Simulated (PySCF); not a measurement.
## Predicted spectroscopic data

Calculated, not measured (PySCF 2.14.0 with density-fitted response routines): geometry from GFN2-xTB, couplings computed with B3LYP/pcJ-1 (spin–dipole term left out of most H,H and C,H couplings), shielding tensors at PBE0/pcSseg-1 (GIAO). One computed conformer, isolated molecule, relativity neglected, equivalent nuclei averaged.

Referencing at the same level of theory: ¹H and ¹³C vs TMS. Multiplet labels drop J under 1 Hz and among equivalent protons, and merge close values. Unscaled 3J(H,H) run several per cent high. Where no couplings were computed, multiplicities follow the n + 1 count of equivalent neighbours, and m marks all less simple cases (inequivalent or close neighbours, rings, F or P nearby). Shifts are as computed. Against solution values, carbons near 30 ppm lie about +3 ppm off and those near 130 ppm about +5 ppm. Of 1211 compounds with measured shifts, 218 miss one by over three times the rms of a fit or turn the order of signals round; such compounds aren't used in these exercises.

**1.** SMILES C(CC#N)(C#N)C#N, C5H3N3. ¹H NMR (400 MHz, computed): δ 3.55 (t, 1H), 2.87 (d, 2H). ¹³C{¹H} NMR (computed): δ 118.8 (C), 116.4 (C), 23.1 (CH2), 19.8 (CH).

**2.** SMILES C#Cc1ccnnn1, C5H3N3. ¹H NMR (400 MHz, computed): δ 9.24 (d, J = 6.1 Hz, 1H), 7.39 (d, J = 6.1 Hz, 1H), 3.42 (s, 1H). ¹³C{¹H} NMR (computed): δ 152.4, 148.7, 127.4, 98.1, 85.1.
